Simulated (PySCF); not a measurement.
1-butanol (C4H10O), SMILES CCCCO. Heavy atoms are numbered as in [CH3:1][CH2:2][CH2:3][CH2:4][OH:5]. Hydrogens are named by the atom that carries them.

The structure is a stationary point at PBE0-D3(BJ)/def2-SVP. One conformer was computed; it need not be the lowest.

All values below come from PBE/pcSseg-1 run with PySCF.

GIAO shieldings, no solvent; atoms alike by connectivity are averaged. δ = σ(ref) − σ: ¹³C against TMS (σ = 182.0 ppm); ¹⁷O against H2O (σ = 334.3 ppm); ¹H against TMS (σ = 31.49 ppm), references at their B3LYP-D3(BJ)/def2-TZVP geometries, non-relativistic.

Problem. Estimate the chemical shifts. (The exact figures need the calculation; the answer reports its results.)

Solution. 
```
nucleus     atoms  count  δ (ppm)
-------  --------  -----  -------
¹³C      C4 (CH2)      1     72.4
¹³C      C3 (CH2)      1     41.1
¹³C      C2 (CH2)      1     25.3
¹³C      C1 (CH3)      1     18.9
¹⁷O       O5 (OH)      1     41.0
¹H        H on C4      2     4.17
¹H        H on C3      2     1.80
¹H        H on C2      2     1.41
¹H        H on C1      3     1.34
¹H        H on O5      1     0.23
```
